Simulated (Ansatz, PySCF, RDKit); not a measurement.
Complex: NH3 (SMILES N) (first 4 atoms) with CH2F2 (SMILES FCF); geometry from B3LYP-D3(BJ)/def2-TZVP.
(charge 0, multiplicity 1):
```xyz
9

N     -0.00900    -0.09883    -0.11897
H     -1.02159    -0.08224    -0.17193
H      0.31878     0.83279    -0.34891
H      0.32128    -0.72332    -0.84607
F     -1.04526    -0.46923     3.61033
C      0.27746    -0.36393     3.27587
F      0.72686     0.85500     3.70434
H      0.36793    -0.41299     2.19001
H      0.82764    -1.13872     3.81328
```

Monomers are frozen at their geometry in the pair; levels with a basis set take the counterpoise correction. Rows marked so take none. RDKit's UFF carries no charges.

Rows in 3-21G carry no dispersion term and start afresh at each structure.

Run with Ansatz (a program for electronic structure) with Gaussian orbitals; PySCF for 3-21G rows, the dispersion terms; RDKit for the force fields. 

Task: One of these levels gives -11.7 kJ/mol for the interaction energy. Which one is it?
(A) revPBE-D4/def2-TZVPPD
(B) B3LYP/3-21G (no counterpoise)
(C) PBE-D4/def2-TZVPPD
(D) UFF

Result: A, revPBE-D4/def2-TZVPPD. The others give 5.5 (UFF), -14.0 (PBE-D4/def2-TZVPPD), -30.7 (B3LYP/3-21G (no counterpoise))
